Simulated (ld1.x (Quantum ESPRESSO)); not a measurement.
Reading a pseudo-wave (fluorine (F))

Columns: radius, all-electron u(r) and pseudo u(r) of the 2s shell (level -30.48 eV) of fluorine in the configuration [He] 2s1 2p6; BP86, scalar-relativistic, ultrasoft scheme, ld1.x (Quantum ESPRESSO) 7.5.

| r (bohr) | all-electron | pseudo |
| --- | --- | --- |
| 0.060 | 0.4150 | -0.1424 |
| 0.120 | 0.4232 | -0.2813 |
| 0.180 | 0.2503 | -0.4137 |
| 0.240 | 0.0134 | -0.5365 |
| 0.300 | -0.2281 | -0.6476 |
| 0.360 | -0.4457 | -0.7452 |
| 0.420 | -0.6278 | -0.8282 |
| 0.480 | -0.7716 | -0.8963 |
| 0.540 | -0.8785 | -0.9494 |
| 0.600 | -0.9525 | -0.9882 |
| 0.660 | -0.9984 | -1.0132 |
| 0.720 | -1.0211 | -1.0254 |
| 0.780 | -1.0250 | -1.0256 |
| 0.840 | -1.0143 | -1.0143 |
| 0.900 | -0.9923 | -0.9923 |
| 0.960 | -0.9619 | -0.9619 |
| 1.020 | -0.9256 | -0.9256 |
| 1.080 | -0.8852 | -0.8852 |
| 1.140 | -0.8422 | -0.8422 |
| 1.200 | -0.7979 | -0.7979 |
| 1.260 | -0.7532 | -0.7532 |
| 1.320 | -0.7087 | -0.7087 |
| 1.380 | -0.6651 | -0.6651 |
| 1.440 | -0.6227 | -0.6227 |
| 1.500 | -0.5818 | -0.5818 |
| 1.560 | -0.5427 | -0.5427 |

(1) How many radial nodes do the two functions have?

(2) At about which radius was the pseudo-wave matched?

(3) Where does each function peak?

(4) Is the pseudo-wave norm-conserving?

Answers

(1) The all-electron 2s function has n − l − 1 = 1; the pseudo-wave has 0, since the states of the same l below it are removed with the core.

(2) 0.85 bohr, where the columns begin to agree (steps of 0.06 bohr).

(3) Outermost all-electron maximum near 0.78 bohr, pseudo maximum near 0.78 bohr (to the table’s step).

(4) No, it belongs to an ultrasoft set: the norm inside the radius is not constrained, and the difference is carried by the augmentation charge.
